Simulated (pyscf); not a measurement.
# F–CH•–C(F)(F)–F (SMILES F[CH]C(F)(F)F), doublet

Gas-phase minimum from PySCF at ωB97X-D3(BJ)/def2-SVP, one conformer. Other isomers of F–CH•–C(F)(F)–F were not searched in full and may lie lower. 

SMILES: F[CH]C(F)(F)F
```xyz
7

F     -1.6860     1.0242     0.4143
C     -1.1346    -0.1406     0.1183
C      0.3569    -0.1443     0.0384
F      0.8073     0.8125    -0.7792
F      0.7705    -1.3329    -0.4158
F      0.9323     0.0569     1.2383
H     -1.6961    -1.0351     0.4025
```
Charge 0, spin multiplicity 2.

Bonds (Å): F1–C2 1.322, C2–C3 1.494, C2–H7 1.094, C3–F4 1.337, C3–F5 1.338, C3–F6 1.346. Bond angles (°): F1–C2–C3 115.5, F1–C2–H7 116.6, C3–C2–H7 121.6, C2–C3–F4 111.6, C2–C3–F5 109.2, C2–C3–F6 112.3, F4–C3–F5 108.9, F4–C3–F6 107.1, F5–C3–F6 107.7.

Properties at ωB97X-D3(BJ)/def2-SVP:

| Item | Result |
|---|---|
| Harmonic wavenumbers, unscaled | 73, 213, 329, 425, 497, 565, 622, 692, 889, 1203, 1230, 1263, 1314, 1501, 3249 cm⁻¹ |
| Zero-point energy | 20.1 kcal/mol |
| Rotational symmetry number | 1 |
| Entropy of this conformer at 298 K and 1 atm, rigid rotor and harmonic oscillator, modes under 100 cm⁻¹ raised to 100 | 323.7 J/(mol K) |
| Dipole moment | 1.68 D |
| Spin expectation value S2 | 0.753 |

Single-point totals, which compare only within one level:

| level | total energy (hartree) |
|---|---|
| ωB97X-D3(BJ)/def2-TZVP | -476.38254 |
| PBE/def2-TZVP | -475.86567 |
| r²SCAN/def2-TZVP | -476.13228 |
| B3LYP-D3(BJ)/def2-TZVP | -476.33573 |
| PBE0-D3(BJ)/def2-TZVP | -475.86904 |
| M06-2X/def2-TZVP | -476.16369 |
| ωB97M-D3(BJ)/def2-TZVP | -476.41794 |

Soft torsions are taken as harmonic, which can shift the entropy by several J/(mol K).
